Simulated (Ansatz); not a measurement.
```yaml
crystal:
  periodic: [false, false, false]
  atoms:
    - {symbol: Si, position_ang: [0.378204, 1.003425, 0.383729]}
    - {symbol: Si, position_ang: [-0.824342, 2.449694, -0.935968]}
    - {symbol: Si, position_ang: [1.929076, -0.954463, 1.043319]}
    - {symbol: Si, position_ang: [-1.276569, 0.221868, -1.251870]}
    - {symbol: Si, position_ang: [0.000778, -1.538175, -0.074041]}
    - {symbol: Si, position_ang: [1.507740, 0.925579, 2.380927]}
    - {symbol: Ge, position_ang: [-1.714897, -2.107918, -1.546096]}
basis:
  gaussian: {orbitals: def2-TZVPD, initial_orbitals: start.molden}
total_charge: -1
magnetization: {spin_polarized: true, initial_magnetization: 1}
hamiltonian: {xc: hse06, dispersion: d4}
scf: {omitted_lower_state_checks: [starts]}
output: {orbitals: {seedname: orbitals}}
```

The file start.molden holds the orbitals of an earlier run on this structure, at another level or in another basis.

```sh
$ ansatz run in.yaml --threads 4 --pin off --events-out ev --progress --plain --max-ram 4787MiB
```

**Question.** Does this run fit into the memory that it is given?

**Answer.** No. It has 312 basis functions, and Ansatz plans for 4.70 GiB where 4.67 GiB are given.
